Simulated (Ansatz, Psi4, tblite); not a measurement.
Dimer H2Ge ··· H2O (SMILES [GeH2] and O) at R = 2.41 Å between the centres of mass, closest contact 2.39 Å (lowest of the rigid-body minima from ten starts at GFN2-xTB). Geometry in Å and degrees:

```
O
H 1 0.9627
H 1 0.9627 2 105.25
Ge 1 2.3969 2 97.70 3 101.80
H 4 1.5994 1 82.12 2 -4.98
H 4 1.5994 5 90.66 2 83.96
```

Levels: GFN2-xTB (tblite); SAPT0/jun-cc-pVDZ, frozen core (Psi4); PBE0/def2-TZVP, counterpoise-corrected (Psi4); PBE0-D3(BJ)/def2-TZVP, counterpoise-corrected (Psi4); PBE/def2-TZVP, counterpoise-corrected (Psi4); PBE-D3(BJ)/def2-TZVP, counterpoise-corrected (Psi4); wB97M-V/def2-TZVP, counterpoise-corrected (Psi4); HF/aug-cc-pVTZ, counterpoise-corrected (Psi4); MP2/aug-cc-pVTZ = DF-MP2/aug-cc-pVTZ, frozen core, counterpoise-corrected run with Psi4 1.11; SCS-MP2/aug-cc-pVTZ = DF-SCS-MP2/aug-cc-pVTZ, frozen core, counterpoise-corrected (Psi4 1.11); RHF/aug-cc-pVDZ, counterpoise-corrected (Ansatz, a first-principles code); MP2/aug-cc-pVDZ = MP2 on RHF/aug-cc-pVDZ, cores with 3d frozen, counterpoise-corrected (Ansatz); CCSD/aug-cc-pVDZ = CCSD on RHF/aug-cc-pVDZ, cores with 3d frozen, counterpoise-corrected run with Ansatz; CCSD(T)/aug-cc-pVDZ = CCSD(T) on RHF/aug-cc-pVDZ, cores with 3d frozen, counterpoise-corrected run with Ansatz.

Q: What interaction energy does each level give?

A: 
```json
[
 {"method": "PBE-D3(BJ)/def2-TZVP", "E_int / kcal/mol": "-15.59"},
 {"method": "PBE0-D3(BJ)/def2-TZVP", "E_int / kcal/mol": "-14.92"},
 {"method": "GFN2-xTB", "E_int / kcal/mol": "-14.88"},
 {"method": "PBE/def2-TZVP", "E_int / kcal/mol": "-14.54"},
 {"method": "wB97M-V/def2-TZVP", "E_int / kcal/mol": "-14.28"},
 {"method": "PBE0/def2-TZVP", "E_int / kcal/mol": "-13.99"},
 {"method": "MP2/aug-cc-pVTZ", "E_int / kcal/mol": "-12.87"},
 {"method": "MP2/aug-cc-pVDZ", "E_int / kcal/mol": "-11.62"},
 {"method": "SCS-MP2/aug-cc-pVTZ", "E_int / kcal/mol": "-11.47"},
 {"method": "SAPT0/jun-cc-pVDZ", "E_int / kcal/mol": "-11.46"},
 {"method": "CCSD(T)/aug-cc-pVDZ", "E_int / kcal/mol": "-10.64"},
 {"method": "CCSD/aug-cc-pVDZ", "E_int / kcal/mol": "-9.96"},
 {"method": "HF/aug-cc-pVTZ", "E_int / kcal/mol": "-8.11"},
 {"method": "RHF/aug-cc-pVDZ", "E_int / kcal/mol": "-7.91"}
]
```
